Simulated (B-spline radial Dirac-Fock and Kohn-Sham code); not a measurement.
**Two-hole binding energies of Pt²⁺**

System: Pt²⁺, configuration [Xe] 4f14 5d8.

The computed values come from a radial B-spline solver: ΔSCF Dirac-Fock with Breit, self-energy and vacuum polarisation, finite nucleus, configuration average. U is the two-hole binding energy less the two single-hole energies, the effective repulsion of the holes after relaxation. Each two-hole energy is an average over J within one jj subconfiguration.

```
          holes  E(a) (eV)  E(b) (eV)  E(ab) (eV)  U (eV)
           1s⁻²    78421.3    78421.3    158355.0  1512.4
   1s⁻¹ 2p3/2⁻¹    78421.3    11594.9     90374.4   358.3
   1s⁻¹ 3p1/2⁻¹    78421.3     3062.4     81616.3   132.6
   2s⁻¹ 2p1/2⁻¹    13918.4    13304.2     27450.1   227.5
   2s⁻¹ 2p3/2⁻¹    13918.4    11594.9     25722.7   209.5
        2p3/2⁻²    11594.9    11594.9     23437.1   247.4
   2s⁻¹ 3p1/2⁻¹    13918.4     3062.4     17080.6    99.8
   2p1/2⁻¹ 3s⁻¹    13304.2     3335.2     16734.7    95.3
   2p3/2⁻¹ 3s⁻¹    11594.9     3335.2     15022.8    92.7
        3p1/2⁻²     3062.4     3062.4           ?       ?
        3p3/2⁻²     2682.4     2682.4      5428.7    63.9
        4f5/2⁻²      103.6      103.6       234.6    27.3
4f5/2⁻¹ 4f7/2⁻¹      103.6      100.3       232.0    28.0
        5p3/2⁻²      83.43      83.43       183.4    16.5
```

**Question.** Give the missing two-hole energy and U.

**Answer.** E(ab) = 6200.4 eV and U = 75.6 eV.
